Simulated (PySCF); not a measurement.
Several molecules and their computed UV-vis stick spectra, shuffled. Method: PySCF, TDDFT wB97X-D/def2-SVPD, vertical, gas phase, core orbitals frozen in the response. Geometries: GFN2-xTB; one conformer of each isolated species. Triplets are in the Tamm–Dancoff approximation.

A. `CN(C)[C@@H]1CC[SiH2]1`
B. `N([SiH3])N(CC)C=C`
C. `C=CC#C[Si@H](C)P`
D. `N1[Si@](CCC1)(C#C)O`
E. `O=S(=O)(O)c1ncsn1`

Lowest singlet levels (six at most, fewer where fewer were computed) with oscillator strengths:

1. 6.20 eV (f 0.002); 6.37 eV (f 0.026); 6.42 eV (f 0.003); 6.64 eV (f 0.013); 7.03 eV (f 0.033); 7.21 eV (f 0.040); T1 5.19 eV
2. 5.74 eV (f 0.030); 6.56 eV (f 0.017); 6.87 eV (f 0.004); 7.00 eV (f 0.024); 7.08 eV (f 0.018); 7.13 eV (f 0.024); T1 5.60 eV
3. 5.57 eV (f 0.042); 6.15 eV (f 0.234); 6.39 eV (f 0.011); 6.65 eV (f 0.005); 6.80 eV (f 0.004); 6.88 eV (f 0.016); T1 4.15 eV
4. 5.33 eV (f 0.001); 5.93 eV (f 0.112); 6.05 eV (f 0.011); 6.42 eV (f 0.000); 6.74 eV (f 0.011); 6.92 eV (f 0.005); T1 4.18 eV
5. 5.06 eV (f 0.019); 5.33 eV (f 0.291); 5.69 eV (f 0.011); 6.54 eV (f 0.104); 6.72 eV (f 0.119); 6.81 eV (f 0.518); T1 3.44 eV

Question: Match each spectrum to its molecule.

Answer: 1 = D, 2 = A, 3 = B, 4 = E, 5 = C.
- A: S1 at 5.74 eV, HOMO→LUMO (86%); Löwdin shares by element: HOMO nitrogen 54%, carbon 24% or more (atoms not listed hold the other 22%); LUMO silicon 30%, hydrogen 20% or more, carbon 10% or more (atoms not listed hold the other 40%); HOMO -7.94 and LUMO 1.87 eV.
- B: S1 at 5.57 eV, HOMO→LUMO (92%); Löwdin shares by element: HOMO carbon 42% or more, nitrogen 38% (atoms not listed hold the other 20%); LUMO silicon 28%, hydrogen 16% or more, carbon 8% or more (atoms not listed hold the other 49%); HOMO -7.62 and LUMO 1.95 eV.
- C: S1 at 5.06 eV, HOMO-2→LUMO (37%), HOMO-1→LUMO (29%), HOMO→LUMO (25%); Löwdin shares by element: HOMO carbon 50% or more, phosphorus 25% (atoms not listed hold the other 25%); LUMO carbon 77% or more (atoms not listed hold the other 23%); HOMO -8.77 and LUMO 0.46 eV.
- D: S1 at 6.20 eV, HOMO-1→LUMO+1 (19%), HOMO-2→LUMO+1 (17%), HOMO-2→LUMO+2 (16%); Löwdin shares by element: HOMO nitrogen 55%, carbon 12% or more, hydrogen 6% or more, silicon 5% (atoms not listed hold the other 22%); LUMO silicon 25%, oxygen 22%, carbon 11% or more, hydrogen 11% or more (atoms not listed hold the other 31%); HOMO -8.81 and LUMO 1.83 eV.
- E: S1 at 5.33 eV, HOMO-1→LUMO (81%), HOMO-2→LUMO (14%); Löwdin shares by element: HOMO sulfur 31% or more, carbon 16% or more, oxygen 14% or more, nitrogen 13% or more (atoms not listed hold the other 26%); LUMO carbon 35%, sulfur 25% or more, nitrogen 21% or more (atoms not listed hold the other 18%); HOMO -10.75 and LUMO -0.63 eV.
